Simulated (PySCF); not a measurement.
Run record: geometry optimisation, `C#C[C@H](F)Br`.

Computed with PBE0-D3(BJ)/def2-SVP geometry optimisation, gas phase (PySCF 2.14.0). Start geometry: GFN2-xTB. The command runs a driver script over a list of jobs; the input below is this job's line of settings and its coordinates in Å.

Command:
```bash
OMP_NUM_THREADS=1 python probes_run.py task.json out
```

Input:
```
{"job": {"xc": "PBE0", "basis": "def2-SVP", "d3": "d3bj", "grid": 1, "shake": 0.01, "kind": "geom"}, "charge": 0, "multiplicity": 1}
C      1.758130     0.223790    -0.116130
C      0.570440    -0.017730    -0.000610
C     -0.855050    -0.290670     0.082790
F     -1.255440    -0.980550    -0.981240
Br    -1.853800     1.415660     0.163820
H      2.759200     0.464100    -0.199930
H     -1.089530    -0.843700     1.001370
```

Output:
```
step   0  E = -2788.42303679  max force = 0.053536
step   1  E = -2788.41807767  max force = 0.057182
step   2  E = -2788.42242818  max force = 0.022869
step   3  E = -2788.42455726  max force = 0.017271
step   4  E = -2788.42552937  max force = 0.001920
step   5  E = -2788.42557152  max force = 0.000940
step   6  E = -2788.42558498  max force = 0.000404
optimisation converged
```

Energies in Eh; «max force» is the largest Cartesian gradient component in Eh/bohr.

Problem. Give the first gradient maximum in eV/Å.

Solution. With 1 Eh/bohr = 51.422 eV/Å, 2.753 eV/Å.

Problem. How much energy does the optimisation release, in kJ/mol?

Solution. E(step 0) − E(last step) = 0.002548 Eh, which is 6.7 kJ/mol.

In short: final energy -2788.42558 Eh after 6 steps; dipole 1.98 D.

Problem. Where do the atoms end?

Solution. 0.040 Å rms from the input after alignment:
```
atom  x, y, z in Å
C1     1.5159    0.9041   -0.1203
C2     0.5101    0.2369   -0.0472
C3    -0.6709   -0.5982    0.0516
F4    -0.8906   -1.2884   -1.0859
Br5   -2.2451    0.4999    0.4438
H6     2.4038    1.5072   -0.1891
H7    -0.6027   -1.3008    0.8952
```

Problem. How long does this job take on one thread of an Arm Neoverse V2 (shared host)? And the peak memory of the process?

Solution. About 19 s, with 0.40 GiB resident at the peak, the Python interpreter and its libraries included.
Labels such as C1 count atoms from 1, the log's own numbers from 0.
